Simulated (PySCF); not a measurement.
## Peak assignment

Numbering as in the mapped SMILES `[CH3:1][O:2][C:3](=[O:4])[CH:5]([C:6]([F:7])([F:8])[F:9])[C:10]([F:11])([F:12])[F:13]`. Hydrogens are named by the atom that carries them.

Relativity neglected, in vacuum, one conformer, averaged over atoms made equivalent by symmetry, fast rotation or ring inversion. GFN2-xTB structure; NMR shieldings at PBE0/pcSseg-1/GIAO; PySCF 2.14.

Referencing at the same level of theory: $^{13}$C (σ = 186.93 ppm) and $^{1}$H (σ = 31.72 ppm) vs TMS.

**Question.** Assign these signals to the numbered atoms. $^{13}$C{$^{1}$H} NMR (computed): δ 166.0, 130.8, 61.9, 55.5.

**Answer.** 
| δ (ppm) | atoms | environment | reason |
| --- | --- | --- | --- |
| 166.0 | C3 | ester carbonyl carbon | it is a carbonyl in resonance with an O or N lone pair, the region of acids, esters and amides |
| 130.8 | C6/C10 | CF3 carbon | 3 electronegative neighbours deshield it |
| 61.9 | C5 | sp3 CH α to a carbonyl | – |
| 55.5 | C1 | methyl carbon bonded to O | the inductive effect lowers its shielding |

**Question.** Assign these signals to the numbered atoms. $^{1}$H NMR (500 MHz, computed): δ 4.12 (s, 3H), 3.81 (m, 1H).

**Answer.** 
| δ (ppm) | atoms | environment | reason |
| --- | --- | --- | --- |
| 4.12 | H(C1) | hydrogen on a methyl carbon bonded to O | its carbon carries O, which withdraws density |
| 3.81 | H(C5) | hydrogen on an sp3 CH α to a carbonyl | – |

Splittings by $^{19}$F in the carbon and heteronuclear signals aren't shown, as no couplings were computed. Shifts are as computed. Against solution values, carbons near 30 ppm lie about +3 ppm off and those near 130 ppm about +5 ppm. Of 1211 compounds with measured shifts, 218 miss one by over three times the rms of a fit or turn the order of signals round; such compounds aren't used in these exercises. Multiplicities follow the n + 1 count of equivalent neighbours, as no J values were calculated; m marks all less simple cases, F and P coupling included.
